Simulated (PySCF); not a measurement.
CH₃Br₂InO, SMILES C[O][In]([Br])[Br]. Atoms are numbered in the order given.

```xyz
8

In     0.0681    -0.1632    -0.2702
Br     1.4883     1.8229    -0.4963
Br    -1.4037    -0.5167     1.6805
O      0.0901    -1.5489    -1.6826
C     -0.7059    -2.7019    -1.6375
H     -1.4130    -2.7124    -2.4869
H     -0.0692    -3.6011    -1.7205
H     -1.3023    -2.8051    -0.7111
```

Geometry optimised at PBE0-D3(BJ)/def2-SVP. The def2 effective core potentials stand for the cores of In; spin–orbit coupling is left out. The values are those of a single conformer.

The numbers are results of CAM-B3LYP/def2-TZVP in PySCF, not measurements.

ESP charges are fitted to the potential on shells at 1.4 to 2.0 van der Waals radii. Atomic charges (e):

| atom | ESP fit | Löwdin |
|---|---|---|
| In1 | 0.73 | -0.10 |
| Br2 | -0.22 | 0.14 |
| Br3 | -0.24 | 0.12 |
| O4 | ___ | -0.09 |
| C5 | ___ | -0.39 |
| H6 | ___ | 0.11 |
| H7 | ___ | 0.11 |
| H8 | ___ | 0.10 |

Question: What belongs in the gaps? (An estimate is asked for; the answer gives what the named calculation found.)

Answer: 
- O4, ESP fit: -0.47
- C5, ESP fit: 0.18
- H6, ESP fit: 0.02
- H7, ESP fit: 0.02
- H8, ESP fit: -0.02
